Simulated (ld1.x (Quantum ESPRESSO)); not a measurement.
## An all-electron radial function and its pseudo partner (antimony (Sb))

Columns: radius, all-electron u(r) and pseudo u(r) of the 5s shell (level -16.67 eV) of antimony in the configuration [Kr] 4d10 5s2 5p2.5; PW91, scalar-relativistic, TM semilocal scheme, ld1.x (Quantum ESPRESSO) 7.5.

```csv
r (bohr),all-electron,pseudo
0.118,-0.0899,0.0924
0.235,0.2481,0.1679
0.353,0.0694,0.2159
0.470,-0.2292,0.2335
0.588,-0.3768,0.2302
0.705,-0.3474,0.2218
0.822,-0.2048,0.2228
0.940,-0.0122,0.2455
1.058,0.1843,0.3000
1.175,0.3583,0.3902
1.292,0.5014,0.5044
1.410,0.6119,0.6119
1.528,0.6904,0.6904
1.645,0.7407,0.7407
1.763,0.7681,0.7681
1.880,0.7765,0.7765
1.998,0.7701,0.7701
2.115,0.7523,0.7523
2.232,0.7261,0.7261
2.350,0.6936,0.6936
2.468,0.6569,0.6569
2.585,0.6181,0.6181
2.702,0.5781,0.5781
2.820,0.5375,0.5375
2.938,0.4974,0.4974
3.055,0.4588,0.4588
```

Task: How many radial nodes do the two functions have?

Result: The all-electron 5s function has n − l − 1 = 4 (the table is too coarse to show those close to the nucleus); the pseudo-wave has 0, since the states of the same l below it are removed with the core.

Task: At about which radius was the pseudo-wave matched?

Result: 1.45 bohr, where the columns begin to agree (steps of 0.12 bohr).

Task: Where does each function peak?

Result: Outermost all-electron maximum near 1.88 bohr, pseudo maximum near 1.88 bohr (to the table’s step).

Task: Is the pseudo-wave norm-conserving?

Result: Yes: the TM semilocal scheme keeps the norm inside the radius equal to the all-electron one, which fixes the energy derivative of the logarithmic derivative at the level.
